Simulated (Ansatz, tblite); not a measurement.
Forces on Cu4Br4⁺ at its PBE-D4/def2-SVP geometry. The state is a doublet with charge 1.

The xTB rows come from tblite. The structure comes from a short search, and lower isomers may exist.

GFN1-xTB (tblite), largest force 0.34 eV/Å:

```xyz
8
positions Å, forces eV/Å
Cu    1.387    0.573    0.641    0.049    0.035    0.131
Cu   -0.242   -1.312    1.092    0.011   -0.017    0.080
Cu   -1.057    1.130    0.717   -0.012    0.046    0.093
Cu   -0.219   -0.315   -1.355   -0.023   -0.029   -0.212
Br    0.123    0.437    2.690    0.013    0.027    0.109
Br   -1.689    1.577   -1.447   -0.282    0.160   -0.086
Br    2.056    0.542   -1.549    0.322    0.053   -0.098
Br   -0.359   -2.632   -0.789   -0.078   -0.274   -0.018
```

GFN2-xTB (tblite), largest force 1.13 eV/Å:

```
Cu 0.781 0.338 0.538
Cu -0.109 -0.604 0.746
Cu -0.529 0.596 0.569
Cu -0.049 -0.183 -1.119
Br -0.045 -0.100 -0.557
Br 0.088 -0.177 -0.023
Br -0.134 -0.085 -0.084
Br -0.002 0.216 -0.070
```

PBE0-D4/def2-SVP (Ansatz), largest force 0.38 eV/Å:

```
Cu 0.259 0.111 0.205
Cu -0.037 -0.189 0.328
Cu -0.179 0.203 0.272
Cu -0.038 -0.001 -0.359
Br -0.031 -0.060 -0.341
Br 0.225 -0.211 -0.021
Br -0.272 -0.112 -0.006
Br 0.072 0.259 -0.077
```
